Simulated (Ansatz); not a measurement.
C2H6O, charge +1, doublet, at a GFN2-xTB geometry (a state made from the parent by changing its charge; the spin is typed, not shown lowest).

Ansatz (a first-principles code) was given this input:
Ansatz 0.2 input:
```yaml
crystal:
  periodic: [false, false, false]
  atoms:
    - {symbol: C, position_ang: [-1.19094099, 0.21781448, 0.23891101]}
    - {symbol: C, position_ang: [0.04803833, -0.35349676, -0.35038744]}
    - {symbol: O, position_ang: [1.25579202, 0.08279295, 0.05695778]}
    - {symbol: H, position_ang: [-2.07977452, -0.23626278, -0.19233691]}
    - {symbol: H, position_ang: [-1.24684479, 1.30540147, 0.09704701]}
    - {symbol: H, position_ang: [-1.22243436, 0.08766083, 1.32894051]}
    - {symbol: H, position_ang: [0.06353667, -1.47789509, -0.28739423]}
    - {symbol: H, position_ang: [0.03999364, -0.30342599, -1.47551328]}
    - {symbol: H, position_ang: [1.25660309, 0.77627164, 0.74245322]}
basis:
  gaussian:
    orbitals: 6-31G
hamiltonian:
  xc: pbe0
total_charge: 1
magnetization: {spin_polarized: true, initial_magnetization: 1}
correlation: {method: ccsd_t}
```

**Question.** Predict the coupled-cluster correlation energy (without the perturbative part) from Ansatz with CCSD(T) on PBE0/6-31G.

**Answer.** -0.3388 Eh

**Question.** Give the SCF-reference <S^2> at the level CCSD(T) on PBE0/6-31G.

**Answer.** 0.754

**Question.** Estimate the total energy that CCSD(T) on PBE0/6-31G returns for this input.

**Answer.** -153.9828 Eh

**Question.** What T1 diagnostic does CCSD(T) on PBE0/6-31G give?

**Answer.** 0.018

**Question.** What is the computed number of basis functions (CCSD(T) on PBE0/6-31G)?

**Answer.** 39
